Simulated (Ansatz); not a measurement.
Basis sets compared for the cluster Pb3Se3 (the lowest singlet isomer of a short search). The state is a singlet with charge 0. Geometry r2SCAN-D4/def2-SVP. Ansatz on 4 threads of Arm Neoverse V2 on a shared host; times are rough, and most runs start from earlier orbitals.

Cartesian coordinates in Å:
```
Pb 1.787 0.244 -0.406
Pb -1.071 -1.503 0.107
Pb -1.322 2.325 0.552
Se 1.373 -2.416 -0.573
Se -0.822 0.858 -1.660
Se 0.055 0.492 1.980
```

In the def2 sets Pb takes a core potential; there is no spin–orbit coupling. The structure comes from a short search, and lower isomers may exist.

Binding counts from free atoms (Pb triplet, Se triplet) in the same basis, without a counterpoise term.

```csv
level,functions,energy (Eh),HOMO (eV),LUMO (eV),binding per atom (eV),wall time
PBE-D4/def2-SVP,174,-7781.7372,-4.95,-3.44,3.03,3.2 s
PBE0-D4/def2-SVP,174,-7781.8604,-5.91,-2.90,2.85,7 s
```

Estimate the rows for PBE-D4/def2-TZVP, PBE0-D4/def2-TZVP (with forces).


| level | functions | energy (Eh) | HOMO (eV) | LUMO (eV) | binding per atom (eV) | wall time |
| --- | --- | --- | --- | --- | --- | --- |
| PBE-D4/def2-TZVP | 294 | -7782.6421 | -5.04 | -3.49 | 3.05 | 5 s |
| PBE0-D4/def2-TZVP (with forces) | 294 | -7782.7615 | -5.97 | -2.93 | 2.88 | 25 s |
